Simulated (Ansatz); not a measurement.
**Question.** Predict a relaxed structure of (F)3Sn-S-SiH3 (SiSnH3SF3), charge 0, singlet, at PBE-D4/def2-SVP (Ansatz).

**Answer.** 
```xyz
9

Sn   -1.5554   -0.4204   -0.4945
F    -0.6186   -1.6916    0.6505
F    -3.2625   -0.0500    0.3462
F    -2.0145   -1.3723   -2.1200
S    -0.0782    1.4439   -0.7455
Si    1.5971    0.6133    0.4196
H     1.2153    0.4122    1.8527
H     2.1100   -0.6503   -0.1980
H     2.6068    1.7151    0.2891
```
 This is one stationary point.

In the def2 sets Sn takes a core potential; there is no spin–orbit coupling.
